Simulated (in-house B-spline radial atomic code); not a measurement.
Settings and results of a run for Gd3+ (an excited or competing configuration). Computed with a B-spline radial code for spherical atoms: scalar-relativistic (X2C) Hartree-Fock, spin-polarised, averaged over the determinants with the given up and down occupations, Fermi nucleus of rms radius 5.1569 fm.

Command:
```bash
python run_scf.py task.json out
```
Settings (nuclear radius in fm, mass in u):
```
Z                64
configuration    [Kr] 4d10 4f7 5s2 5p5 6s1
hamiltonian      x2c
method           hf
spin_polarised   True
nucleus          fermi
rms_radius       5.1569
atomic_mass      157.92411
speed_of_light   137.035999084
```

Output (hartree, bohr):
```
 radial grid: 78 intervals, B-splines of order 8, outer radius 51.8919 bohr

 iter        energy (Eh)    residual
    1      -11225.833394    7.17e-01
    2      -11245.107186    9.87e-01
    3      -11263.056441    2.63e-01
    4      -11264.339026    9.73e-02
    5      -11264.471164    2.63e-02
    6      -11264.481372    1.41e-02
    7      -11264.485086    2.62e-03
    8      -11264.485165    5.62e-04
    9      -11264.485172    6.88e-05
   10      -11264.485172    5.98e-06
   11      -11264.485172    5.26e-07

 total energy                    -11264.48517
 kinetic                           12289.9681
 electron-nucleus                 -27623.1411
 electron-electron                  4068.6878

 orbital      occ     eigenvalue          <r>       <r^2>       <1/r>       r_max
 1s up      1.000     -1856.7254    0.0211853 0.000621398     76.8565     0.01307
 1s down    1.000     -1856.7178    0.0211853 0.000621397     76.8565     0.01307
 2s up      1.000      -311.9478    0.0925121   0.0101715     17.7587     0.07878
 2s down    1.000      -311.9400    0.0925081   0.0101704     17.7592     0.07878
 2p up      3.000      -277.9450    0.0819631  0.00821932     15.6542     0.06351
 2p down    3.000      -277.9370      0.08196  0.00821841     15.6544     0.06351
 3s up      1.000       -71.9866     0.243306   0.0678006     6.38709      0.2239
 3s down    1.000       -71.8067     0.242925   0.0675694     6.39794      0.2238
 3p up      3.000       -61.2005     0.242039   0.0680281      5.8039      0.2197
 3p down    3.000       -60.9985     0.241506   0.0676996     5.81603      0.2195
 3d up      5.000       -46.7113     0.221257   0.0575642     5.44039      0.1801
 3d down    5.000       -46.5005     0.220322   0.0569959      5.4573      0.1798
 4s up      1.000       -16.4786      0.55359    0.345728     2.61884      0.5163
 4s down    1.000       -16.0030     0.553102     0.34496     2.61734      0.5156
 4p up      3.000       -12.8346     0.585261    0.389424     2.36848      0.5384
 4p down    3.000       -12.3113      0.58533    0.389394     2.36362      0.5378
 4d up      5.000        -7.6700     0.638149    0.472066     2.07316      0.5613
 4d down    5.000        -7.0033     0.638202    0.471682     2.06597      0.5602
 4f up      7.000        -1.9886      0.80456    0.808363      1.5756      0.5706
 5s up      1.000        -3.4502      1.31442     1.93337     1.01308       1.194
 5s down    1.000        -3.1313      1.34615     2.02952    0.982064        1.21
 5p up      3.000        -2.3948      1.49809     2.52737    0.870254       1.333
 5p down    2.000        -2.1971      1.53814     2.66202    0.840954       1.361
 6s up      1.000        -1.0048      3.11283     10.7283    0.406082       2.878
```

Time taken, with all properties: 0.24 s on 1 thread of x86-64 server CPU, on a shared host.

One-electron X2C: radii and densities carry no picture-change correction, so inner-shell <1/r> comes out high (for 1s by about 2 % at Z = 33, 5 % at 54, 10 % at 75, 30 % at 118) and <r> low.
